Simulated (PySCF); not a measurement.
# Be (beryllium, neutral) across methods

[He] 2s2, closed-shell 1S. Calculation: PySCF 2.14, in x2c-TZVPPall with one added diffuse shell of s type (6s3p1d, 20 functions); the spin-free X2C one-electron Hamiltonian (Gaussian nucleus).

```csv
method,E (hartree),mean ε 1s (eV),mean ε 2s (eV),Σ⟨r²⟩ (bohr²),⟨S²⟩
wB97M-V,-14.6636,-114.66,-8.304,16.92,0.000
BLYP,-14.6624,-106.44,-5.465,16.89,0.000
PBE,-14.6309,-106.04,-5.607,16.81,0.000
PW91,-14.6490,-106.28,-5.634,16.83,0.000
r2SCANh,-14.6511,-110.56,-6.069,16.88,0.000
PBE0,-14.6381,-111.88,-6.491,16.77,0.000
r2SCAN,-14.6504,-108.50,-5.747,16.89,0.000
LDA,-14.4482,-104.81,-5.596,17.02,0.000
```

(1) Estimate the same row for UHF.

## Answers

(1) E (hartree) = -14.57508; mean ε 1s (eV) = -128.80; mean ε 2s (eV) = -8.415; Σ⟨r²⟩ (bohr²) = 17.32; ⟨S²⟩ = 0.000.
